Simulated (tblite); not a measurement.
C7H15B.
Numbering: `[CH2:1]=[CH:2][CH2:3][B:4]([CH3:5])[CH2:6][CH2:7][CH3:8]` (hydrogens: H9, H10 on C1; H11 on C2; H12, H13 on C3; H14, H15, H16 on C5; H17, H18 on C6; H19, H20 on C7; H21, H22, H23 on C8)

Structure used (GFN2-xTB), in Å, numbered top down from 1:
```
atom  x, y, z in Å
C1    -2.896    1.736    0.051
C2    -2.347    0.756   -0.644
C3    -2.000   -0.590   -0.101
B4    -0.450   -0.892    0.078
C5     0.000   -2.361    0.431
C6     0.595    0.276   -0.102
C7     2.067   -0.033    0.184
C8     2.961    1.177   -0.064
H9    -3.112    2.697   -0.383
H10   -3.154    1.617    1.091
H11   -2.101    0.910   -1.687
H12   -2.443   -1.356   -0.746
H13   -2.475   -0.715    0.877
H14   -0.823   -3.035    0.657
H15    0.692   -2.383    1.271
H16    0.546   -2.789   -0.410
H17    0.289    1.126    0.517
H18    0.517    0.650   -1.130
H19    2.176   -0.350    1.223
H20    2.397   -0.858   -0.449
H21    2.672    2.005    0.581
H22    2.880    1.506   -1.098
H23    4.003    0.934    0.137
```

Level: GFN2-xTB in tblite, geometry and Hessian alike; calculated harmonic values, unscaled, isolated species. Errors from tens to a few hundred cm⁻¹ against measured bands are possible. One conformer, not necessarily the lowest.

Harmonic wavenumbers (cm⁻¹): 25.9, 50.6, 63.2, 90.8, 100.9, 126.1, 203.3, 235.6, 285.2, 306.6, 369.6, 393.7, 428.9, 623.8, 642.6, 688.8, 726.0, 810.0, 862.8, 870.8, 887.2, 950.1, 955.9, 1004.8, 1025.9, 1044.4, 1070.8, 1104.2, 1123.5, 1157.2, 1189.3, 1226.4, 1250.7, 1274.5, 1279.1, 1299.7, 1357.2, 1386.5, 1416.4, 1416.6, 1448.8, 1459.8, 1487.5, 1490.8, 1503.4, 1507.3, 1509.0, 1717.1, 2924.9, 2935.8, 2954.3, 2954.9, 2969.9, 2983.5, 3000.6, 3022.8, 3024.6, 3026.3, 3030.5, 3036.5, 3045.7, 3093.0, 3117.4.

A = 2475, B = 1069, C = 785.0 MHz; mass 110.127 u (most abundant isotopes); point group C1, symmetry number 1.

Q: What is the zero-point energy?

A: ½Σν̃ = 44285 cm⁻¹ = 529.77 kJ/mol.

Q: What is S at 298.15 K and 1 bar for an ideal gas of classical rigid rotors and harmonic oscillators?

A: Translation 167.49, rotation 123.13, vibration 160.01: S = 450.6 J/(mol K).

Q: And Cp and H(298.15 K) − H(0)?

A: Cp = 175.65 J/(mol K), of which vibrations give 142.40 (their classical limit is 63 R = 523.8); H(298.15 K) − H(0) = 32.88 kJ/mol without the zero-point energy, 22.96 from vibrations.

Q: Blend soft modes into free rotors: weight 1/[1 + (100 cm⁻¹/ν̃)⁴] for the oscillator and the rest for a rotor with moment μB/(μ + B), μ = h/(8π²ν), B = 10⁻⁴⁴ kg m². What vibrational entropy results?

A: 139.99 J/(mol K) in place of 160.01, which changes −T·S at 298.15 K by +5.97 kJ/mol.

Q: How do the functions run with temperature in this model?

A: 
```json
{"T (K)": "100", "S (J/(mol K))": "313.3", "Cp (J/(mol K))": "92.9", "H − H(0) (kJ/mol)": "6.54", "G − H(0) (kJ/mol)": "-24.79", "ln q(vib)": "3.23"}
{"T (K)": "200", "S (J/(mol K))": "390.0", "Cp (J/(mol K))": "132.3", "H − H(0) (kJ/mol)": "17.82", "G − H(0) (kJ/mol)": "-60.17", "ln q(vib)": "6.83"}
{"T (K)": "300", "S (J/(mol K))": "451.7", "Cp (J/(mol K))": "176.5", "H − H(0) (kJ/mol)": "33.20", "G − H(0) (kJ/mol)": "-102.32", "ln q(vib)": "10.04"}
{"T (K)": "500", "S (J/(mol K))": "563.5", "Cp (J/(mol K))": "266.0", "H − H(0) (kJ/mol)": "77.74", "G − H(0) (kJ/mol)": "-204.02", "ln q(vib)": "16.06"}
{"T (K)": "800", "S (J/(mol K))": "710.6", "Cp (J/(mol K))": "359.6", "H − H(0) (kJ/mol)": "172.71", "G − H(0) (kJ/mol)": "-395.77", "ln q(vib)": "24.60"}
{"T (K)": "1000", "S (J/(mol K))": "795.6", "Cp (J/(mol K))": "401.9", "H − H(0) (kJ/mol)": "249.06", "G − H(0) (kJ/mol)": "-546.54", "ln q(vib)": "29.94"}
```

q(vib) and H(0) count from the zero-point level.

Q: What must be added to the electronic energy to get the Gibbs energy at 298.15 K and 1 bar?

A: ZPE + [H(298.15 K) − H(0)] − T·S = 529.77 + 32.88 − 134.36 = 428.29 kJ/mol.

Hindered rotation and anharmonicity are outside this model. Other conformers, if any are populated, would add a mixing term that is left out. The structure is chiral; the term R ln 2 for an equal mix with its mirror image is left out.
